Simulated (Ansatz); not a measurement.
Consider the formal exchange of groups at a B–O bond: `[SiH3]BOCS` + `[CH3][GeH2][Cl]` → `[SiH3][BH][GeH2][Cl]` + `COCS`.

Computed with Ansatz on PBE0-D4/def2-TZVP structures; ΔE is electronic, products minus reactants. CCSD(T)/CBS adds triple-zeta CCSD(T) − MP2 to the extrapolated MP2 energy (def2 sets, frozen cores). This one scheme is used for every species. DFT in def2-TZVPP. B3LYP here is the variant with VWN-RPA as its local correlation; programs differ in this. For Ge outer-core shells are correlated without core-valence functions, which leaves a few kJ/mol of doubt a bond. Scalar relativity is left out up to krypton. Each species was taken in one conformer, which may not be the lowest.

`[SiH3]BOCS`:

```xyz
12

Si    1.324    0.181   -2.024
B     0.572    0.463   -0.167
O    -0.651   -0.017    0.128
C    -1.212    0.124    1.417
S    -1.003   -1.336    2.445
H     2.610   -0.570   -1.935
H     0.404   -0.565   -2.925
H     1.630    1.499   -2.651
H     1.178    1.060    0.690
H    -0.727    0.938    1.963
H    -2.271    0.345    1.293
H    -1.855   -2.121    1.766
```

`[CH3][GeH2][Cl]`:

Z-matrix (Å, degrees):
```
C
Ge 1 1.940
H 1 1.090 2 109.8
H 1 1.090 2 109.8 3 120.0
H 1 1.092 2 109.9 3 -120.0
Cl 2 2.165 1 107.5 3 -59.9
H 2 1.536 1 112.8 3 56.8
H 2 1.536 1 112.8 3 -176.6
```

`[SiH3][BH][GeH2][Cl]`:

Cartesian coordinates in Å:
```
Si -1.590 -0.116 0.922
B 0.311 0.432 0.587
Ge 1.311 -0.158 -1.104
Cl 3.250 0.796 -1.284
H -1.834 -0.453 2.351
H -2.047 -1.249 0.073
H -2.408 1.085 0.574
H 0.866 1.146 1.367
H 0.554 0.189 -2.398
H 1.587 -1.674 -1.088
```

`COCS`:

```xyz
10

C     0.399   -0.796    1.079
O    -0.327   -0.822   -0.126
C    -0.723    0.429   -0.571
S     0.617    1.518   -1.157
H    -0.196   -0.350    1.888
H     1.330   -0.230    0.970
H     0.631   -1.829    1.335
H    -1.429    0.270   -1.385
H    -1.214    1.009    0.221
H     0.911    0.801   -2.253
```

```csv
level,ΔE (kcal/mol)
r2SCAN-D4,51.4
B3LYP-D4,51.7
```

**Question.** What does CCSD(T)/CBS give? (Estimate.)

**Answer.** Ansatz gave: +52.3 kcal/mol. The listed levels differ from it by -0.9, -0.6 kcal/mol.

Largest T1 diagnostic among the species: 0.014.

In def2-TZVPP, CCSD(T) changes the Hartree–Fock value by +0.8 kcal/mol (the triples alone add +0.3 kcal/mol) and MP2 by +3.1 kcal/mol.
